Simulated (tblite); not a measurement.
Species: C6H8Cl2O.
Geometry (GFN2-xTB, Å), atoms numbered from 1 in this order:
```xyz
17
C6H8Cl2O angstrom
C     -1.569    1.153   -0.411
C     -0.769   -0.144   -0.273
C     -1.572   -1.193    0.500
C      0.538    0.122    0.417
Cl     0.428    0.737    2.001
C      1.732   -0.105   -0.163
C      3.007    0.140    0.474
O      3.256    0.562    1.557
Cl     4.350   -0.287   -0.622
H     -1.815    1.552    0.569
H     -0.998    1.898   -0.960
H     -2.492    0.957   -0.950
H     -0.547   -0.533   -1.271
H     -2.495   -1.412   -0.030
H     -1.819   -0.825    1.492
H     -1.003   -2.114    0.600
H      1.762   -0.496   -1.168
```

Computed with GFN2-xTB (tblite): harmonic, unscaled wavenumbers at the GFN2-xTB geometry, gas phase. The method is semi-empirical: single wavenumbers can be off by several per cent or more. One conformer, not necessarily the lowest.

Harmonic wavenumbers (cm⁻¹): 31.7, 48.4, 113.9, 120.5, 198.5, 207.5, 229.8, 248.5, 255.2, 283.0, 401.2, 453.0, 539.6, 578.5, 619.7, 648.8, 750.5, 818.9, 919.5, 950.6, 985.4, 999.1, 1058.0, 1127.3, 1141.6, 1185.4, 1242.3, 1293.1, 1323.9, 1397.6, 1412.7, 1483.2, 1486.3, 1493.1, 1498.4, 1584.7, 1796.1, 2949.3, 3043.7, 3046.3, 3049.0, 3051.3, 3054.0, 3057.2, 3104.2.

A = 2144, B = 606.2, C = 525.6 MHz; mass 165.995 u (most abundant isotopes); point group Cs, symmetry number 1.

Q: Zero-point energy?

A: Half the sum of the wavenumbers: 27640 cm⁻¹ = 330.65 kJ/mol.

Q: What is S at 500 K and 1 bar for an ideal gas of classical rigid rotors and harmonic oscillators?

A: Translation 183.36, rotation 134.19, vibration 219.52: S = 537.1 J/(mol K).

Q: And Cp and H(500 K) − H(0)?

A: Cp = 225.54 J/(mol K), of which vibrations give 192.28 (their classical limit is 45 R = 374.2); H(500 K) − H(0) = 69.97 kJ/mol without the zero-point energy, 53.34 from vibrations.

Q: Which modes carry the vibrational entropy at 500 K?

A: 31.7 cm⁻¹: 28.23; 48.4 cm⁻¹: 24.71; 113.9 cm⁻¹: 17.63; 120.5 cm⁻¹: 17.16; 198.5 cm⁻¹: 13.08; 207.5 cm⁻¹: 12.72 J/(mol K); the other 39 give 105.99 together.

Q: Blend soft modes into free rotors: weight 1/[1 + (100 cm⁻¹/ν̃)⁴] for the oscillator and the rest for a rotor with moment μB/(μ + B), μ = h/(8π²ν), B = 10⁻⁴⁴ kg m². What vibrational entropy results?

A: 200.01 J/(mol K) in place of 219.52, which changes −T·S at 500 K by +9.75 kJ/mol.

Q: What must be added to the electronic energy to get the Gibbs energy at 500 K and 1 bar?

A: ZPE + [H(500 K) − H(0)] − T·S = 330.65 + 69.97 − 268.54 = 132.08 kJ/mol.

Q: How do the functions run with temperature in this model?

A: 
| T (K) | S (J/(mol K)) | Cp (J/(mol K)) | H − H(0) (kJ/mol) | G − H(0) (kJ/mol) | ln q(vib) |
| --- | --- | --- | --- | --- | --- |
| 150 | 347.3 | 107.1 | 10.66 | -41.44 | 3.85 |
| 250 | 410.8 | 144.2 | 23.25 | -79.45 | 6.80 |
| 298.15 | 437.7 | 161.5 | 30.61 | -99.89 | 8.17 |
| 400 | 490.1 | 196.1 | 48.85 | -147.17 | 10.95 |
| 600 | 580.4 | 250.0 | 93.79 | -254.47 | 16.09 |
| 900 | 692.5 | 301.8 | 177.23 | -446.01 | 23.06 |

q(vib) and H(0) count from the zero-point level.

Hindered rotation and anharmonicity are outside this model. Other conformers, if any are populated, would add a mixing term that is left out.
